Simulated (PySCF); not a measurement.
P$_{2}$, charge +1, doublet, geometry from GFN2-xTB (a state made from the parent by changing its charge; the spin is typed, not shown lowest); HF/def2-SV(P) (PySCF).

Here is a job for PySCF.
```python
from pyscf import gto, scf

mol = gto.Mole()
mol.atom = '''
    P    -0.00000000   -0.00000000   -0.98493774
    P     0.00000000    0.00000000    0.98493774
'''
mol.basis = 'def2-sv(p)'
mol.charge = 1
mol.spin = 1
mol.verbose = 4
mol.symmetry = True
mol.build()

mf = scf.UHF(mol)
mf.kernel()
mf.analyze()
```

Predict the main parts of the log of this PySCF run.


```
PySCF version 2.14.0

[INPUT] verbose = 4
[INPUT] num. atoms = 2
[INPUT] num. electrons = 29
[INPUT] charge = 1
[INPUT] spin (= nelec alpha-beta = 2S) = 1
[INPUT] symmetry True subgroup None
[INPUT] Mole.unit = angstrom
[INPUT] Symbol           X                Y                Z      unit          X                Y                Z       unit  Magmom
[...]
nuclear repulsion = 60.4428420302993
point group symmetry = Dooh
symmetry origin: [0. 0. 0.]
symmetry axis x: [1. 0. 0.]
symmetry axis y: [0. 1. 0.]
symmetry axis z: [0. 0. 1.]
num. orbitals of irrep A1g = 8
num. orbitals of irrep E1gx = 4
num. orbitals of irrep E1gy = 4
num. orbitals of irrep A1u = 8
num. orbitals of irrep E1uy = 4
num. orbitals of irrep E1ux = 4
num. orbitals of irrep E2gx = 1
num. orbitals of irrep E2gy = 1
num. orbitals of irrep E2uy = 1
num. orbitals of irrep E2ux = 1
number of shells = 16
number of NR pGTOs = 72
number of NR cGTOs = 36
basis = def2-sv(p)
ecp = {}

******** <class 'pyscf.scf.uhf_symm.SymAdaptedUHF'> ********
method = SymAdaptedUHF
initial guess = minao
damping factor = 0
level_shift factor = 0
DIIS = <class 'pyscf.scf.diis.CDIIS'>
diis_start_cycle = 1
diis_space = 8
diis_damp = 0
SCF conv_tol = 1e-09
SCF conv_tol_grad = None
SCF max_cycles = 50
direct_scf = True
direct_scf_tol = 1e-13
number electrons alpha = 15  beta = 14
Freeze 0 electrons in irreps []
    29 free electrons in irreps A1g E1gx E1gy A1u E1uy E1ux E2gx E2gy E2uy E2ux
Set gradient conv threshold to 3.16228e-05
init E= -681.108469515635

cycle= 1 E= -680.823832932757  delta_E= 0.285  |g|= 0.201  |ddm|= 1.23
cycle= 2 E= -680.860550486724  delta_E= -0.0367  |g|= 0.0566  |ddm|= 0.513
cycle= 3 E= -680.863589880883  delta_E= -0.00304  |g|= 0.0212  |ddm|= 0.0943
cycle= 4 E= -680.864265887204  delta_E= -0.000676  |g|= 0.00575  |ddm|= 0.0593
cycle= 5 E= -680.86431959945  delta_E= -5.37e-05  |g|= 0.00104  |ddm|= 0.0193
cycle= 6 E= -680.864321484987  delta_E= -1.89e-06  |g|= 0.000365  |ddm|= 0.00302
cycle= 7 E= -680.864321784354  delta_E= -2.99e-07  |g|= 0.000102  |ddm|= 0.00124
cycle= 8 E= -680.864321809074  delta_E= -2.47e-08  |g|= 1.8e-05  |ddm|= 0.000375
cycle= 9 E= -680.86432180974  delta_E= -6.66e-10  |g|= 2.77e-06  |ddm|= 5.68e-05
Extra cycle  E= -680.864321809752  delta_E= -1.19e-11  |g|= 1.26e-06  |ddm|= 6.79e-06
converged SCF energy = -680.864321809752  <S^2> = 0.78428569  2S+1 = 2.0339967
**** SCF Summaries ****
Total Energy =                        -680.864321809751914
[...]
beta  MO #2 (A1g #1), energy= -80.2687794701785 occ= 1
beta  MO #3 (A1g #2), energy= -7.83440385339215 occ= 1
beta  MO #4 (A1u #2), energy= -7.83406243409574 occ= 1
beta  MO #5 (E1uy #1), energy= -5.72932861623869 occ= 1
beta  MO #6 (E1ux #1), energy= -5.72932861623869 occ= 1
beta  MO #7 (E1gx #1), energy= -5.72920130210076 occ= 1
beta  MO #8 (E1gy #1), energy= -5.72920130210076 occ= 1
beta  MO #9 (A1g #3), energy= -5.72171460503118 occ= 1
beta  MO #10 (A1u #3), energy= -5.72026682721913 occ= 1
beta  MO #11 (A1g #4), energy= -1.1334986169297 occ= 1
beta  MO #12 (A1u #4), energy= -0.820205441295336 occ= 1
beta  MO #13 (E1uy #2), energy= -0.626168896297457 occ= 1
beta  MO #14 (E1ux #2), energy= -0.626168896297457 occ= 1
beta  MO #15 (A1g #5), energy= -0.342478644466681 occ= 0
beta  MO #16 (E1gx #2), energy= -0.231872381397879 occ= 0
beta  MO #17 (E1gy #2), energy= -0.231872381397879 occ= 0
beta  MO #18 (A1u #5), energy= 0.0043106362791101 occ= 0
beta  MO #19 (A1g #6), energy= 0.112763660544508 occ= 0
beta  MO #20 (A1u #6), energy= 0.237048309688561 occ= 0
beta  MO #21 (A1g #7), energy= 0.327417930731716 occ= 0
beta  MO #22 (E1uy #3), energy= 0.35011135326692 occ= 0
beta  MO #23 (E1ux #3), energy= 0.35011135326692 occ= 0
beta  MO #24 (E2gx #1), energy= 0.44010813219413 occ= 0
beta  MO #25 (E2gy #1), energy= 0.44010813219413 occ= 0
beta  MO #26 (E1uy #4), energy= 0.501672389356348 occ= 0
beta  MO #27 (E1ux #4), energy= 0.501672389356348 occ= 0
beta  MO #28 (E1gx #3), energy= 0.532625876807284 occ= 0
beta  MO #29 (E1gy #3), energy= 0.532625876807284 occ= 0
beta  MO #30 (E2uy #1), energy= 0.563489529891126 occ= 0
beta  MO #31 (E2ux #1), energy= 0.563489529891126 occ= 0
beta  MO #32 (A1u #7), energy= 0.631090321788816 occ= 0
beta  MO #33 (A1g #8), energy= 0.789339335280215 occ= 0
beta  MO #34 (E1gx #4), energy= 0.812919353033695 occ= 0
beta  MO #35 (E1gy #4), energy= 0.812919353033695 occ= 0
beta  MO #36 (A1u #8), energy= 1.16499445406536 occ= 0
 ** Mulliken pop alpha/beta on meta-lowdin orthogonal AOs **
 ** Mulliken pop       alpha | beta **
[...]
In total            15.00000 | 14.00000
 ** Mulliken atomic charges   ( Nelec_alpha | Nelec_beta ) **
charge of  0P =      0.50000  (     7.50000      7.00000 )
charge of  1P =      0.50000  (     7.50000      7.00000 )

WARN: System has nonzero charge 1; the dipole moment is origin-dependent.
Location of origin: [0. 0. 0.]

Dipole moment(X, Y, Z, Debye):  0.00000,  0.00000, -0.00000
```
